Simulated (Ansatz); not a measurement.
`[SiH3][Al]1[CH2][O]1` → Al• + C• + 5 H• + O• + Si•  (atomization)

Program: Ansatz. Geometries: PBE0-D4/def2-TZVP. ΔE: electronic, gas phase. CCSD(T)/CBS adds triple-zeta CCSD(T) − MP2 to the extrapolated MP2 energy (def2 sets, frozen cores). This one scheme is used for every species, atoms too. DFT in def2-TZVPP. B3LYP here is the variant with VWN-RPA as its local correlation; programs differ in this. Open shells (•) are unrestricted, without spin–orbit coupling. Spin–orbit coupling would lower the free atoms: a little for Al, C, O, Si.

Problem. What is ΔE at CCSD(T)/CBS? (An estimate is asked.)

Solution. The calculation gave: +2909.6 kJ/mol.

Problem. What do these levels give: BLYP-D4, B3LYP, LC-ωPBE, HF/def2-TZVPP, MP2/def2-TZVPP, HF/def2-QZVPP? (Estimate.)

Solution. Computed: BLYP-D4 2891.7, B3LYP 2868.8, LC-ωPBE 2889.4, HF/def2-TZVPP 2057.3, MP2/def2-TZVPP 2861.9, HF/def2-QZVPP 2063.7 kJ/mol.

Largest T1 diagnostic among the species: 0.018.

From PBE to PBE0 (25 % exact exchange), in def2-TZVPP and without D4, ΔE moves by −55.5 kJ/mol: exact exchange takes away binding that semilocal exchange gives to molecules. In def2-TZVPP, CCSD(T) changes the Hartree–Fock value by +768.3 kJ/mol (the triples alone add +47.9 kJ/mol) and MP2 by +804.5 kJ/mol; breaking electron pairs costs correlation energy, which Hartree–Fock lacks. At CCSD(T), def2-SVP lies −198.4 kJ/mol from the extrapolated value and def2-TZVPP −84.0 kJ/mol: correlation converges slowly with the basis, and small sets miss more of it in the bonded molecule than in its fragments.

For atomizations the MP2-based limit and the directly extrapolated one differ by several kJ/mol either way, and by 10 to 25 for some Ge, Se and Sn compounds, so smaller differences from it don't rank the levels.
